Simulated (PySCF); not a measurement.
## 17O chemical shifts

PySCF 2.14.0 with density-fitted response routines calculation with σ from GIAO-PBE0/pcSseg-1 and GFN2-xTB structure; no relativistic terms, no solvent, one conformer, equivalent nuclei averaged.

Shieldings were converted by a linear fit to measured shifts: 17O: δ = 266.70 − 0.911σ (rms 10.7 ppm, 155 shifts, 12.2 ppm with the 3 outliers that the fit left out vs liquid water, solution or neat liquid). A few per cent of atoms miss by over 2 rms, more outside the fitted compound classes.

**Question.** Give the 17O shifts of `CC[P@@](=S)(CO)C(F)(F)F`, `COC(=O)c1cccc(C)c1`, `C=C[C@@H]1C=CC=C1OC(C)=O`, `O[SiH2]NC1CCC1`, `O[SiH2]NC1CCC1`.

**Answer.** 
```json
{"compound": "CC[P@@](=S)(CO)C(F)(F)F", "environment": "alcohol oxygen", "δ (ppm)": "-32.8"}
{"compound": "[CH3:1][O:2][C:3](=[O:4])[c:5]1[cH:6][cH:7][cH:8][c:9]([CH3:10])[cH:11]1", "environment": "O4: ester carbonyl oxygen", "δ (ppm)": "338.7"}
{"compound": "[CH3:1][O:2][C:3](=[O:4])[c:5]1[cH:6][cH:7][cH:8][c:9]([CH3:10])[cH:11]1", "environment": "O2: ester alkoxy oxygen", "δ (ppm)": "123.1"}
{"compound": "[CH2:1]=[CH:2][C@@H:3]1[CH:4]=[CH:5][CH:6]=[C:7]1[O:8][C:9]([CH3:10])=[O:11]", "environment": "O11: ester carbonyl oxygen", "δ (ppm)": "369.0"}
{"compound": "[CH2:1]=[CH:2][C@@H:3]1[CH:4]=[CH:5][CH:6]=[C:7]1[O:8][C:9]([CH3:10])=[O:11]", "environment": "O8: ester alkoxy oxygen", "δ (ppm)": "186.1"}
{"compound": "O[SiH2]NC1CCC1", "environment": "oxygen bonded to Si, H", "δ (ppm)": "-15.0"}
{"compound": "O[SiH2]NC1CCC1", "environment": "oxygen bonded to Si, H", "δ (ppm)": "-15.0"}
```

**Question.** Order these by 17O shift, lowest first.
A. C=CC[Si@@H](N)OC
B. N#CCCO[C@@H](F)CF
C. O=C(Cl)c1ccccc1C(=O)Cl

**Answer.** A (-19.3 ppm, oxygen bonded to C, Si), B (51.5 ppm, ether oxygen), C (523.6 ppm, carbonyl oxygen).
